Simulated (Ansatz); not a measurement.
Process, species as SMILES: [F][Ga] (F-Ga) (closed-shell singlet) → F atom + Ga atom
B3LYP-D3(BJ)/def2-TZVP geometries, fixed; electronic energies without zero-point terms.

Energies in hartree at PBE0 with Ansatz (a quantum-chemistry and plane-wave program); the atomisation energy is their sum with the coefficients shown, times 627.509 kcal/mol a hartree. All functions are spherical. The program fits the integrals of some runs and decomposes those of others, by size. Open shells are unrestricted. No added dispersion term, no relativity.

| species | coefficient | part | aug-cc-pVDZ | aug-cc-pVTZ | aug-cc-pVQZ |
|---|---|---|---|---|---|
| [F][Ga] (F-Ga) (closed-shell singlet) | -1 | PBE0 | -2024.38637 | -2024.47950 | -2024.49145 |
| F atom | +1 | PBE0 | -99.64640 | -99.67185 | -99.67935 |
| Ga atom | +1 | PBE0 | -1924.52283 | -1924.58898 | -1924.59249 |

Problem. Predict the atomisation energy in aug-cc-pV5Z (X = 5): let each PBE0 step shrink by the ratio of the last two. Compare with the run.

Solution. 
- [F][Ga] (F-Ga) (closed-shell singlet): steps -0.09313 and -0.01195, ratio 0.128, so PBE0 -2024.49298 (run: -2024.49664).
- F atom: steps -0.02545 and -0.00750, ratio 0.295, so PBE0 -99.68156 (run: -99.68157).
- Ga atom: steps -0.06615 and -0.00351, ratio 0.053, so PBE0 -1924.59268 (run: -1924.59576).
Predicted 137.26 kcal/mol; the run in aug-cc-pV5Z gives 137.62, a miss of -0.36. Keeping the value in aug-cc-pVQZ, 137.81, would miss by 0.19. All sums are of the energies as printed.
